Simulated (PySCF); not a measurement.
SbTe: a composite coupled-cluster calculation

State: ²Π, doublet, unpaired electrons π ↑. De refers to Sb + Te. ROHF-based CCSD(T) in PySCF 2.14 with Sb cc-pwCVDZ-PP with ECP28, Te aug-cc-pVDZ-PP with ECP28 and Sb cc-pwCVTZ-PP with ECP28, Te aug-cc-pVTZ-PP with ECP28 (frozen core orbitals: 13; scalar-relativistic core potentials). Correlation energies are extrapolated as n⁻³ (n = 2, 3), Hartree–Fock as (n+1)·exp(−9√n).

```json
{"Level": "CCSD(T)/DZ", "Re (Å)": "2.5931", "ωe (cm⁻¹)": "238.0", "ωexe (cm⁻¹)": "0.632", "αe (cm⁻¹)": "0.000113", "De (eV)": "2.050"}
{"Level": "CCSD(T)/TZ", "Re (Å)": "2.5612", "ωe (cm⁻¹)": "251.3", "ωexe (cm⁻¹)": "0.573", "αe (cm⁻¹)": "0.000105", "De (eV)": "2.447"}
{"Level": "HF/CBS", "Re (Å)": "2.5099", "ωe (cm⁻¹)": "284.9", "ωexe (cm⁻¹)": "0.400", "αe (cm⁻¹)": "8.34e-05", "De (eV)": "0.305"}
{"Level": "MP2/CBS", "Re (Å)": "2.5253", "ωe (cm⁻¹)": "271.1", "ωexe (cm⁻¹)": "n/a", "αe (cm⁻¹)": "9.67e-05", "De (eV)": "2.533"}
{"Level": "CCSD/CBS", "Re (Å)": "2.5321", "ωe (cm⁻¹)": "269.3", "ωexe (cm⁻¹)": "n/a", "αe (cm⁻¹)": "9.4e-05", "De (eV)": "2.215"}
{"Level": "CCSD(T)/CBS", "Re (Å)": "2.5531", "ωe (cm⁻¹)": "255.5", "ωexe (cm⁻¹)": "0.557", "αe (cm⁻¹)": "0.000103", "De (eV)": "2.577"}
```

Q: How much is left between CCSD(T)/TZ and the basis-set limit, and how much do the triples give at the limit?

A: CCSD(T)/CBS less CCSD(T)/TZ: -8.1 mÅ in Re, +4.2 cm⁻¹ in ωe and +0.130 eV in De. CCSD(T)/CBS less CCSD/CBS: +21.0 mÅ in Re, -13.8 cm⁻¹ in ωe and +0.362 eV in De.

The T1 diagnostic is 0.031. The state was picked by a PBE0 search and need not be the measured ground state. Spin–orbit coupling, excitations beyond (T) and corrections to the Born–Oppenheimer picture are left out, and spin–orbit coupling matters for open p, d or f shells this heavy.

The whole job (state search and all basis sets along the bond) took about 26 min on 4 threads of Intel Xeon Platinum 8259CL @ 2.50GHz (shared host), peak memory 12 GiB.
